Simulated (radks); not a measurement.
Values are calculated unless marked as measured or tabulated.
The antimony ion Sb+, configuration [Kr] 4d8 5s2 5p2 6s2 (not the ground configuration).

Code: a radial shooting solver on a logarithmic mesh with Libxc functionals. Model: Dirac Kohn-Sham, exchange-only B88, spin-unpolarised, spherical densities, point nucleus; open shells are shared between the two j in proportion to 2j + 1.

Energy parts (eV):
| part | energy |
|---|---|
| total | -176273.745 |
| kinetic | 186102.097 |
| electron-nucleus | -426641.145 |
| Hartree | 68816.112 |
| exchange | -4550.808 |

Orbitals (lengths in bohr, moments of r in powers of bohr):
orbital      occ.  eigenvalue (eV)     <r^2>
1s1/2           2        -30323.83  0.001094
2s1/2           2        -4642.626   0.01767
2p1/2           2        -4345.856   0.01311
2p3/2           4        -4093.931   0.01441
3s1/2           2        -937.0382    0.1248
3p1/2           2        -815.7889    0.1196
3p3/2           4        -769.2680    0.1280
3d3/2           4        -555.2061    0.1090
3d5/2           6        -545.5294    0.1115
4s1/2           2        -179.6676    0.6921
4p1/2           2        -138.2049    0.7660
4p3/2           4        -129.2826    0.8176
4d3/2         3.2         -62.8869     1.103
4d5/2         4.8         -61.5097     1.128
5s1/2           2         -30.9844     4.191
5p1/2    0.666667         -20.8522     5.522
5p3/2     1.33333         -19.6665     5.907
6s1/2           2          -7.2540     24.34

The highest occupied level is 6s1/2 at -7.254 eV. The density falls to 0.001 e/bohr^3 at r = 5.60 bohr. Summed over all electrons, <r^2> = 85.97 bohr^2, which gives a Langevin (diamagnetic) susceptibility term of -68.1 x 10^-6 cm^3/mol.
